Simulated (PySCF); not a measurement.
# `[C+](C#C)(C)C1CCC1`, [C8H11]+, charge +1

Geometry:
```json
{"atom": "C1", "x (Å)": "-1.110", "y (Å)": "2.508", "z (Å)": "-0.557"}
{"atom": "C2", "x (Å)": "-1.077", "y (Å)": "1.320", "z (Å)": "-0.330"}
{"atom": "C3", "x (Å)": "-1.051", "y (Å)": "-0.042", "z (Å)": "-0.060"}
{"atom": "C4", "x (Å)": "-2.204", "y (Å)": "-0.850", "z (Å)": "-0.450"}
{"atom": "C5", "x (Å)": "0.124", "y (Å)": "-0.640", "z (Å)": "0.515"}
{"atom": "C6", "x (Å)": "1.059", "y (Å)": "-0.861", "z (Å)": "-0.767"}
{"atom": "C7", "x (Å)": "2.052", "y (Å)": "0.142", "z (Å)": "-0.191"}
{"atom": "C8", "x (Å)": "1.226", "y (Å)": "0.245", "z (Å)": "1.104"}
{"atom": "H9", "x (Å)": "-1.145", "y (Å)": "3.543", "z (Å)": "-0.755"}
{"atom": "H10", "x (Å)": "-2.965", "y (Å)": "-0.727", "z (Å)": "0.332"}
{"atom": "H11", "x (Å)": "-2.670", "y (Å)": "-0.497", "z (Å)": "-1.371"}
{"atom": "H12", "x (Å)": "-1.967", "y (Å)": "-1.911", "z (Å)": "-0.506"}
{"atom": "H13", "x (Å)": "-0.086", "y (Å)": "-1.574", "z (Å)": "1.034"}
{"atom": "H14", "x (Å)": "1.398", "y (Å)": "-1.893", "z (Å)": "-0.787"}
{"atom": "H15", "x (Å)": "0.625", "y (Å)": "-0.607", "z (Å)": "-1.731"}
{"atom": "H16", "x (Å)": "2.110", "y (Å)": "1.071", "z (Å)": "-0.750"}
{"atom": "H17", "x (Å)": "3.054", "y (Å)": "-0.255", "z (Å)": "-0.055"}
{"atom": "H18", "x (Å)": "1.708", "y (Å)": "-0.216", "z (Å)": "1.962"}
{"atom": "H19", "x (Å)": "0.909", "y (Å)": "1.251", "z (Å)": "1.369"}
```

Total charge +1.

Level of theory: PySCF 2.14.0, GIAO B3LYP/pcSseg-1 magnetisability, rotational g tensor and spin-rotation constants, non-relativistic, gas phase. Geometry: GFN2-xTB.

For an ion the centre-of-mass motion in the field is neglected.

(1) Give the nuclear spin-rotation constants along the inertial axes (H = +C I·J) beside the isotropic shieldings.

(2) How do the rotational constants and the g tensor change when H9, H10, H11, H12, H13, H14, H15, H16, H17, H18, H19 are replaced by deuterium?

Answers

(1) Rotational constants 2.9006, 1.8243, 1.3636 GHz. A star marks the isotopologue with that one atom substituted, in its own axes.
```
atom  isotope  Caa (kHz)  Cbb (kHz)  Ccc (kHz)  mean (kHz)  σ (ppm)
  H9       1H     -0.291      0.144     -0.171      -0.106     22.8
 H10       1H     -0.212     -0.217     -0.054      -0.161     28.3
 H11       1H     -0.152     -0.220     -0.061      -0.144     28.0
 H12       1H     -0.278      0.015     -0.184      -0.149     28.3
 H13       1H     -0.329      0.024     -0.121      -0.142     26.5
 H14       1H     -0.187     -0.028     -0.171      -0.129     27.7
 H15       1H     -0.187     -0.262     -0.025      -0.158     28.9
 H16       1H     -0.326     -0.032     -0.126      -0.161     29.3
 H17       1H      0.103     -0.234     -0.172      -0.101     29.1
 H18       1H     -0.144     -0.216     -0.065      -0.142     28.8
 H19       1H     -0.234     -0.035     -0.160      -0.143     28.8
  C1     13C*      1.156      0.806      0.481       0.814     -5.7
  C2     13C*      0.999      0.137      0.494       0.543     87.5
  C3     13C*      1.605      1.459      0.287       1.117    -84.4
  C4     13C*      0.575      0.339      0.222       0.379    138.0
  C5     13C*      0.665      0.562      0.230       0.486    104.2
  C6     13C*      0.537      0.362      0.289       0.396    128.1
  C7     13C*      0.450      0.254      0.186       0.297    164.6
```
For the geometry as given, no vibrational averaging.

(2) Constants 2.3347, 1.5307, 1.1475 GHz; g -0.0024, -0.0046, 0.0130, against -0.0047, -0.0044, 0.0154 before.
